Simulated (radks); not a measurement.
The numbers below are computed, except where a source is named.
All-electron atom: the tantalum ion Ta+ in [Kr] 4d10 4f14 5s2 5p5.5 5d3.5 6s1 (fractional occupations, a model configuration). Code: a radial shooting solver on a logarithmic mesh with Libxc functionals. Model: Dirac Kohn-Sham, HCTH/407, spin-unpolarised, spherical densities, finite nucleus; open shells are shared between the two j in proportion to 2j + 1; Fermi nuclear charge, rms radius 5.3507 fm. Some entries of the table are withheld. Estimate them.

| orbital | occ. | eigenvalue (eV) | r(max) (bohr) |
|---|---|---|---|
| 1s1/2 | 2 | (1) | 0.01168 |
| 2s1/2 | 2 | -11564.39 | 0.06707 |
| 2p1/2 | 2 | -11058.64 | 0.04992 |
| 2p3/2 | 4 | -9788.609 | 0.05665 |
| 3s1/2 | 2 | -2657.620 | 0.1889 |
| 3p1/2 | 2 | -2431.795 | 0.1769 |
| 3p3/2 | 4 | -2158.122 | 0.1908 |
| 3d3/2 | 4 | -1775.396 | (2) |
| 3d5/2 | 6 | -1715.653 | (3) |
| 4s1/2 | 2 | -549.5411 | 0.4292 |
| 4p1/2 | 2 | -456.1943 | (4) |
| 4p3/2 | 4 | -393.0692 | (5) |
| 4d3/2 | 4 | -239.2301 | 0.4559 |
| 4d5/2 | 6 | -227.6019 | 0.4652 |
| 5s1/2 | 2 | -81.8465 | 0.9871 |
| 5p1/2 | 1.83333 | -54.5855 | 1.062 |
| 5p3/2 | 3.66667 | -45.6472 | 1.146 |
| 4f5/2 | 6 | -35.8411 | 0.4375 |
| 4f7/2 | 8 | -33.8283 | 0.4426 |
| 6s1/2 | 1 | -11.7832 | 2.632 |
| 5d3/2 | 1.4 | -11.6330 | 1.510 |
| 5d5/2 | 2.1 | -10.9355 | 1.557 |
| 6p1/2 | 0 | (6) | 3.254 |
| 6p3/2 | 0 | (7) | 3.585 |

Answer. 
(1) 1s1/2 eigenvalue (eV): -67246.97
(2) 3d3/2 r(max) (bohr): 0.1495
(3) 3d5/2 r(max) (bohr): 0.1533
(4) 4p1/2 r(max) (bohr): 0.4292
(5) 4p3/2 r(max) (bohr): 0.4585
(6) 6p1/2 eigenvalue (eV): -7.2940
(7) 6p3/2 eigenvalue (eV): -6.6030
